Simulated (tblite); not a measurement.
Species: C6H5N3Si.
SMILES: `N#CC#CC1=CN([SiH3])C=N1`

Computed values, GFN2-xTB/tblite, gas phase, harmonic and unscaled. Errors from tens to a few hundred cm⁻¹ against measured bands are possible. Modes of hydrogen on silicon can be 10 to 20 % off.

Harmonic wavenumbers (cm⁻¹): 53.1, 55.3, 60.0, 125.3, 160.4, 201.1, 220.6, 371.8, 399.2, 457.1, 479.3, 497.4, 540.2, 564.4, 587.3, 619.4, 661.6, 745.6, 759.9, 764.3, 790.7, 817.6, 912.0, 989.9, 1051.1, 1125.4, 1159.2, 1263.2, 1304.9, 1366.1, 1520.3, 1535.1, 2279.9, 2295.6, 2298.3, 2327.9, 2344.3, 3178.6, 3179.2.

A = 5407, B = 410.1, C = 382.9 MHz; mass 147.025 u (most abundant isotopes); point group Cs, symmetry number 1.

Task: What is the zero-point energy?

Result: ½Σν̃ = 20031 cm⁻¹ = 239.63 kJ/mol.

Task: What is S at 298.15 K and 1 bar for an ideal gas of classical rigid rotors and harmonic oscillators?

Result: Translation 171.10, rotation 126.84, vibration 132.16: S = 430.1 J/(mol K).

Task: And Cp and H(298.15 K) − H(0)?

Result: Cp = 164.02 J/(mol K), of which vibrations give 130.76 (their classical limit is 39 R = 324.3); H(298.15 K) − H(0) = 30.12 kJ/mol without the zero-point energy, 20.21 from vibrations.

Task: How do the functions run with temperature in this model?

Result: 
```
T (K)  S (J/(mol K))  Cp (J/(mol K))  H − H(0) (kJ/mol)  G − H(0) (kJ/mol)  ln q(vib)
  150          340.8           101.5              10.32             -40.79       3.62
  250          402.9           145.1              22.67             -78.05       6.42
  400          483.2           197.7              48.61            -144.67      10.49
  600          572.8           243.7              93.11            -250.56      15.60
  900          680.2           284.8             172.99            -439.18      22.44
```

q(vib) and H(0) count from the zero-point level.

Task: What must be added to the electronic energy to get the Gibbs energy at 298.15 K and 1 bar?

Result: ZPE + [H(298.15 K) − H(0)] − T·S = 239.63 + 30.12 − 128.23 = 141.52 kJ/mol.

Hindered rotation and anharmonicity are outside this model.
